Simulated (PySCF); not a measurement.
**2-tert-butylfuran, C₈H₁₂O**

Geometry (Å), atoms numbered from 1 in this order:
```xyz
21

C    -1.3264   -1.5559   -0.3002
C    -0.9342   -0.0751   -0.1981
C    -1.7868    0.6144    0.8657
C    -1.1442    0.6078   -1.5570
C     0.5136    0.0255    0.1852
C     1.1815    0.5798    1.2409
C     2.5741    0.3318    1.0152
C     2.6446   -0.3529   -0.1586
O     1.4060   -0.5401   -0.6634
H    -2.3829   -1.6540   -0.5958
H    -0.7096   -2.0737   -1.0491
H    -1.1894   -2.0659    0.6655
H    -1.5267    1.6799    0.9586
H    -1.6574    0.1411    1.8511
H    -2.8517    0.5483    0.5961
H    -2.1990    0.5333   -1.8653
H    -0.8736    1.6735   -1.5071
H    -0.5243    0.1351   -2.3327
H     0.7354    1.1036    2.0821
H     3.4101    0.6258    1.6460
H     3.4677   -0.7589   -0.7406
```

Computed, not measured: quadratic response CAM-B3LYP/aug-cc-pVDZ first hyperpolarisability, Taylor convention, gas phase (PySCF). Geometry: PBE0-D3(BJ)/def2-SVP.

Task: Give β for the processes computed.

Result: In au, Taylor convention; the vector part is βᵢ = ⅓ Σⱼ (βᵢⱼⱼ + βⱼᵢⱼ + βⱼⱼᵢ); β∥ is 3/5 of the vector part along the dipole, the dipole points from − to +:
```
                   process  λ (nm)  β vector norm    β∥  β HRS  depolarisation ratio
           static β(0;0,0)       ∞           36.8   7.9   40.3                  1.73
second harmonic β(−2ω;ω,ω)    1907           39.8   9.9   42.8                  1.73
         Pockels β(−ω;ω,0)    1907           37.8   8.5      –                     –
second harmonic β(−2ω;ω,ω)    1064           48.5  15.5   49.4                  1.76
         Pockels β(−ω;ω,0)    1064           40.0  10.0      –                     –
```

Task: Which lowest excitations, dipole and polarisabilities go with it?

Result: S1 5.62 eV (f = 0.001); S2 5.96 eV (f = 0.229); S3 6.13 eV (f = 0.027); dipole 0.49 D; isotropic α 98.2 au static, 98.4 au at 1907 nm, 99.1 au at 1064 nm, 99.3 au at 953.5 nm, 102.0 au at 532 nm.
